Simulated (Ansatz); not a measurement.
BeBr₂, relaxed as a singlet with RKS PBE-D4/def2-TZVP in Ansatz, starting from the GFN2-xTB geometry. Force threshold 0.02 eV/Å.

The structure comes from a short search, and lower isomers may exist.

Start:

Cartesian coordinates in Å:
```
Be 0.000 0.000 0.000
Br -0.752 -1.699 0.584
Br 0.752 1.700 -0.583
```

```
step   energy (eV)  largest force component (eV/Å)  SCF passes
   1  -140475.7231                           0.160          14
   2  -140475.7254                           0.054          21
   3  -140475.7257                           0.001          21
```

Force components are those of the run's own axes.

End:

| atom | x (Å) | y (Å) | z (Å) |
| --- | --- | --- | --- |
| Be1 | 0.000 | 0.000 | 0.000 |
| Br2 | -0.757 | -1.710 | 0.587 |
| Br3 | 0.757 | 1.710 | -0.587 |

By distances, no bond broke or formed. The bond that changes most is Be1–Br3, from 1.95 to 1.96 Å (atoms count from 1).

No frequencies were taken in this run, so the end may be a saddle point.

It took 1.8 s on 4 threads of Arm Neoverse V1 on a shared host.
